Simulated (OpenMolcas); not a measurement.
**Multiconfigurational calculation on Cr5+**

Input:

```
&GATEWAY
Coord
1

Cr 0.0 0.0 0.0
Basis=ANO-RCC-VDZP
Group=XYZ
NoMove
AngMom=0.0 0.0 0.0
AMFI
&SEWARD
&RASSCF
FileOrb=start.orb
Symmetry=1
Spin=2
nActEl=1 0 0
Inactive=3 6
Ras2=5 0
CIRoot=5 5 1
SDav=5
CIMx=300
Iter=120 100
PrWF=0.3
OrbListing=Nothing
MaxOrb=0
Atom
>>> COPY $Project.JobIph JOB001
&RASSI
NrOfJobIphs=1 5
1 2 3 4 5
IphNames
JOB001
EJob
SpinOrbit
DIPRint=1.0
SOCoupling=1000.0
Subsets=2
MEES
Property=10
'ANGMOM' 1 'ANGMOM' 2 'ANGMOM' 3 'MLTPL  1' 1 'MLTPL  1' 2 'MLTPL  1' 3
'AMFI' 1 'AMFI' 2 'AMFI' 3 'MLTPL  2' 6
SOProperty=3
'ANGMOM' 1 'ANGMOM' 2 'ANGMOM' 3
```

Launched by
```bash
OMP_NUM_THREADS=1 MOLCAS_MEM=1689 MOLCAS_PROJECT=a pymolcas a.inp > a.log  # once for each step of the input, in one work folder
```

A driver script runs the steps one by one and writes start.orb anew before each from the orbitals found so far.

Output, cut to the results:

```
--- SEWARD ---
Basis set label: CR.ANO-RCC...5S4P2D1F.

      Electronic valence basis set:
      ------------------
      Associated Effective Charge  24.000000 au
      Associated Actual Charge     24.000000 au
      Nuclear Model: Point charge

      Shell  nPrim  nBasis  Cartesian Spherical Contaminant
         s      21       5        X
         p      15       4        X
         d      10       2                 X
         f       6       1                 X
                  Relativistic Douglas-Kroll-Hess integrals:
                    - DKH order of Hamiltonian: 2
                    - DKH order of Properties : 0
                  Atomic mean-field integrals
--- RASSCF ---
Wave function specifications:
      -----------------------------

      Number of closed shell electrons          18
      Number of electrons in active shells       1
      Max number of holes in RAS1 space          0
      Max nr of electrons in RAS3 space          0
      Number of inactive orbitals                9
      Number of active orbitals                  5
      Number of secondary orbitals              20
      Spin quantum number                      0.5
      State symmetry                             1
Orbital specifications:
      -----------------------

      Symmetry species                           1   2
                                                ag  au
      Frozen orbitals                            0   0
      Inactive orbitals                          3   6
      Active orbitals                            5   0
      RAS1 orbitals                              0   0
      RAS2 orbitals                              5   0
      RAS3 orbitals                              0   0
      Secondary orbitals                         7  13
      Deleted orbitals                           0   0
      Number of basis functions                 15  19
      Number of CSFs                             5
      Number of root(s) required                 5
      Iter CI   SX   CI       RASSCF       Energy    max ROT     max BLB   max BLB  Level Ln srch  Step   QN
          iter iter root      energy       change     param      element    value   shift minimum  type update
 Nr of preliminary CI iterations:   1
      Total energies have been shifted. Add                -1000.00 au
        1   1    7    0   -42.89255482    0.00E+00  -3.47E-01*   5  11 2 -8.06E-01*  0.00   0.00    SX    NO
        2   1    6    0   -43.47187666   -5.79E-01*  1.47E-02    4  10 2  9.37E-02*  0.00   0.00    SX    NO
        3   1    5    0   -43.47560136   -3.72E-03* -7.82E-03    5  11 2 -8.18E-03*  0.00   0.00    SX    NO
        4   1    5    0   -43.47570540   -1.04E-04*  2.49E-03    4  10 2  2.63E-03*  0.00   0.00    SX    NO
        5   1    4    0   -43.47571396   -8.55E-06* -5.78E-04    6  12 2 -7.27E-04*  0.00   0.77    QN   YES
        6   1    3    0   -43.47571481   -8.56E-07* -2.08E-06    5   8 2  6.60E-06   0.00   1.00    QN   YES
        7   1    2    0   -43.47571481   -3.05E-11  -6.03E-08    3   9 1  4.74E-07   0.00   1.05    QN   YES
      Convergence after  7 iterations
        8   1    2    0   -43.47571481   -2.27E-13  -6.03E-08    3  10 1 -4.90E-08   0.00   1.05    QN   YES
      Natural orbitals and occupation numbers for root  1
      sym 1:  -0.000000  -0.000000  -0.000000   1.000000   0.000000
      Natural orbitals and occupation numbers for root  2
      sym 1:   1.000000   0.000000   0.000000   0.000000   0.000000
      Natural orbitals and occupation numbers for root  3
      sym 1:  -0.000000   1.000000   0.000000   0.000000   0.000000
::    RASSCF root number  1 Total energy:  -1043.47571481
::    RASSCF root number  2 Total energy:  -1043.47571481
::    RASSCF root number  3 Total energy:  -1043.47571481
::    RASSCF root number  4 Total energy:  -1043.47571481
::    RASSCF root number  5 Total energy:  -1043.47571481

--- RASSI ---
SPIN-FREE ENERGIES:
  (Shifted by EMIN (a.u.) =      -1043.4757148109)

 SF State       Relative EMIN(au)   Rel lowest level(eV)    D:o, cm**(-1)      L_eff

     1             0.0000000000        0.0000000000              0.0000         2.0
     2             0.0000000000        0.0000000000              0.0000         2.0
     3             0.0000000000        0.0000000000              0.0000         2.0
     4             0.0000000000        0.0000000000              0.0000         2.0
     5             0.0000000000        0.0000000000              0.0000         2.0
     Dipole printing threshold changed to   1.00000000E+00
Eigenvalues of complex Hamiltonian:
   -----------------------------------
  (Shifted by EMIN (a.u.) =      -1043.4757148109)

 SO State       Relative EMIN(au)   Rel lowest level(eV)    D:o, cm**(-1)     J-value

     1            -0.0025134970        0.0000000000              0.0000         1.0
     2            -0.0025134970        0.0000000000              0.0000         1.1
     3            -0.0025134970        0.0000000000              0.0000         1.3
     4            -0.0025134970        0.0000000000              0.0000         1.2
     5             0.0016756647        0.1139928975            919.4147         1.4
     6             0.0016756647        0.1139928975            919.4147         1.3
     7             0.0016756647        0.1139928975            919.4147         2.4
     8             0.0016756647        0.1139928975            919.4147         2.3
     9             0.0016756647        0.1139928975            919.4147         2.1
    10             0.0016756647        0.1139928975            919.4147         2.1
Weights of the five most important spin-orbit-free states for each spin-orbit state.

 SO State  Total energy (au)           Spin-free states, spin, and weights
 -------------------------------------------------------------------------------------------------------
...
```

The J values that RASSI prints are effective ones from its own formula and need not be integers or half-integers; the table below assigns J from the states.

Levels above the lowest, from the spin-orbit matrix, grouped by J:

```tsv
Configuration	Term	J	E (eV)	Measured (eV)	g	Term weight %
3d	²D	3/2	0.0000	0.0000	0.800	100
3d	²D	5/2	0.1140	0.1165	1.200	100
```

Against the measured value (Sugar and Corliss, J. Phys. Chem. Ref. Data 6, 317 (1977)): 3d ²D_5/2: computed 0.1140, measured 0.1165 eV (-2.2 %).

With one active electron the reference holds no correlation, so core polarisation is missing. The basis is small and was not contracted for so high a charge. Computed and measured levels are paired by configuration, term and J; levels that our copy of the source lacks, or whose pairing is in doubt (as where it misses far off the trend of its configuration), stay unpaired and out of the deviations. Levels of configurations outside the active space are missing.

The term weight is that of the spin-free term in the level, not the purity of its configuration.
